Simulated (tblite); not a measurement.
Species: C8H14NP.
Cartesian coordinates in Å at the GFN2-xTB level; atoms count from 1:
```xyz
24
C8H14NP angstrom
C      2.152   -2.199   -1.727
C      1.499   -1.717   -0.839
P      0.603   -1.249    0.621
C      1.544    0.304    0.955
C      2.035    0.483    2.174
C      1.738    1.266   -0.171
N     -0.749   -0.509   -0.200
C     -1.513   -1.419   -1.035
C     -1.592    0.275    0.693
C     -2.342    1.370   -0.061
H      2.715   -2.560   -2.539
H      1.883   -0.243    2.956
H      2.611    1.357    2.438
H      0.811    1.378   -0.730
H      2.490    0.877   -0.858
H      2.065    2.237    0.196
H     -2.070   -0.845   -1.777
H     -2.225   -2.027   -0.463
H     -0.827   -2.082   -1.561
H     -2.318   -0.359    1.224
H     -0.941    0.743    1.439
H     -1.647    1.965   -0.648
H     -2.846    2.022    0.649
H     -3.089    0.949   -0.728
```

Level: GFN2-xTB in tblite, geometry and Hessian alike; calculated harmonic values, unscaled, isolated species. Errors from tens to a few hundred cm⁻¹ against measured bands are possible. One conformer, not necessarily the lowest.

Harmonic wavenumbers (cm⁻¹): 44.4, 49.4, 72.6, 102.0, 105.2, 112.2, 138.1, 179.3, 202.6, 234.6, 259.7, 301.9, 323.7, 337.0, 378.3, 400.0, 424.9, 449.4, 626.7, 649.3, 661.6, 665.4, 701.3, 704.4, 827.9, 901.8, 920.3, 946.9, 1001.1, 1031.5, 1034.3, 1076.4, 1083.9, 1117.4, 1184.7, 1193.8, 1204.7, 1288.6, 1347.5, 1385.7, 1405.4, 1410.0, 1416.0, 1459.9, 1471.3, 1477.8, 1480.8, 1489.6, 1500.6, 1504.4, 1685.0, 2184.0, 2853.9, 2894.2, 2941.5, 2984.4, 3002.8, 3013.6, 3020.4, 3033.0, 3038.2, 3041.5, 3045.6, 3074.3, 3102.5, 3359.4.

A = 1324, B = 1003, C = 721.2 MHz; mass 155.086 u (most abundant isotopes); point group C1, symmetry number 1.

Zero-point energy?

½Σν̃ = 43280 cm⁻¹ = 123.75 kcal/mol.

Give the ideal-gas entropy at 350 K and 1 bar in the rigid-rotor, harmonic-oscillator model (classical rotation).

Translation 41.85, rotation 30.67, vibration 53.15: S = 125.7 cal/(mol K).

And Cp and H(350 K) − H(0)?

Cp = 56.72 cal/(mol K), of which vibrations give 48.77 (their classical limit is 66 R = 131.2); H(350 K) − H(0) = 12.13 kcal/mol without the zero-point energy, 9.35 from vibrations.

Blend soft modes into free rotors: weight 1/[1 + (100 cm⁻¹/ν̃)⁴] for the oscillator and the rest for a rotor with moment μB/(μ + B), μ = h/(8π²ν), B = 10⁻⁴⁴ kg m². What vibrational entropy results?

48.44 cal/(mol K) in place of 53.15, which changes −T·S at 350 K by +1.65 kcal/mol.

What must be added to the electronic energy to get the Gibbs energy at 350 K and 1 bar?

ZPE + [H(350 K) − H(0)] − T·S = 123.75 + 12.13 − 43.98 = 91.90 kcal/mol.

Which modes carry the vibrational entropy at 350 K?

44.4 cm⁻¹: 5.37; 49.4 cm⁻¹: 5.16; 72.6 cm⁻¹: 4.40; 102.0 cm⁻¹: 3.73; 105.2 cm⁻¹: 3.67; 112.2 cm⁻¹: 3.54 cal/(mol K); the other 60 give 27.28 together.

Hindered rotation and anharmonicity are outside this model. Other conformers, if any are populated, would add a mixing term that is left out. The structure is chiral; the term R ln 2 for an equal mix with its mirror image is left out.
